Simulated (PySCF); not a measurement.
Species: C₂H₈Si₂.
Structure used (PBE0-D3(BJ)/def2-SVP), in Å, numbered top down from 1:
```xyz
12
C2H8Si2 angstrom
Si     1.7124   -0.6845   -0.3401
C      0.7253    0.9066   -0.4561
C     -0.5590    1.0810   -0.0934
Si    -1.7477   -0.2189    0.5748
H      3.0385   -0.3999    0.2885
H      1.9576   -1.2636   -1.6973
H      0.9802   -1.6853    0.4928
H      1.2675    1.7835   -0.8410
H     -0.9813    2.0909   -0.2043
H     -1.6837   -1.4829   -0.2193
H     -3.1342    0.3313    0.4882
H     -1.4578   -0.5423    2.0062
```

The closed-shell ground state was solved at several levels (PySCF, density fitting, gas phase, non-relativistic).

| level | basis functions | total energy (Eh) | HOMO (eV) | LUMO (eV) | gap (eV) | dipole (D) |
| --- | --- | --- | --- | --- | --- | --- |
| CAM-B3LYP/def2-SVPD | 152 | -659.6886 | -9.26 | -0.02 | 9.24 | 0.77 |
| CAM-B3LYP/pcSseg-2 | 270 | -659.9938 | -9.27 | -0.07 | 9.20 | 0.75 |

Q: What might PBE0/pcSseg-1 (122 basis functions) give for the same quantities?

A: Total energy -659.5852 Eh, HOMO -8.00 eV, LUMO -1.14 eV, gap 6.86 eV, dipole 0.75 D.

Q: Over all these levels, which gives the widest orbital gap and which the narrowest?

A: CAM-B3LYP/def2-SVPD (range-separated hybrid) has the widest, 9.24 eV, and PBE0/pcSseg-1 (global hybrid, 25 % exact exchange) the narrowest, 6.86 eV. Functional and basis both differ between the two, so the spread mixes both effects.

Q: How far do the dipole and the HOMO energy spread over the levels?

A: The dipole runs from 0.75 to 0.77 D (mean 0.76 D) and the HOMO from -9.27 to -8.00 eV.
